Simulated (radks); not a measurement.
Values are calculated unless marked as measured or tabulated.
All-electron atom: the strontium ion Sr13+ in [Ar] 3d7.

Code: a radial shooting solver on a logarithmic mesh with Libxc functionals. Model: scalar-relativistic Kohn-Sham, PBE, spin-polarised, spherical densities, finite nucleus; open shells are filled with parallel spins first (spin-orbit coupling, left out, can overturn this in heavy ions); Fermi nuclear charge, rms radius 4.224 fm.

Energy parts (hartree):
| part | energy |
|---|---|
| total | -3108.20478 |
| kinetic | 3189.47230 |
| electron-nucleus | -7178.94918 |
| Hartree | 975.65455 |
| exchange-correlation | -94.38245 |

Orbitals (lengths in bohr, moments of r in powers of bohr; r(max) is where P^2 peaks):
orbital  occ.  eigenvalue (hartree)   r(max)
1s up       1             -598.2419  0.02553
1s down     1             -598.2412  0.02553
2s up       1             -91.82874   0.1451
2s down     1             -91.66028   0.1450
2p up       3             -83.00535   0.1160
2p down     3             -82.87966   0.1159
3s up       1             -23.62935   0.4274
3s down     1             -23.40029   0.4280
3p up       3             -20.75903   0.4197
3p down     3             -20.52779   0.4205
3d up       5             -16.13640   0.3579
3d down     2             -15.87723   0.3596

The highest occupied level is 3d down at -432.04 eV. The spin density at the nucleus is -2.790 e/bohr^3 (1s -0.236, 2s -7.718, 3s 5.163). Summed over all electrons, <r^2> = 4.000 bohr^2, which gives a Langevin (diamagnetic) susceptibility term of -3.17 x 10^-6 cm^3/mol. Spin moment in Bohr magnetons: 3.
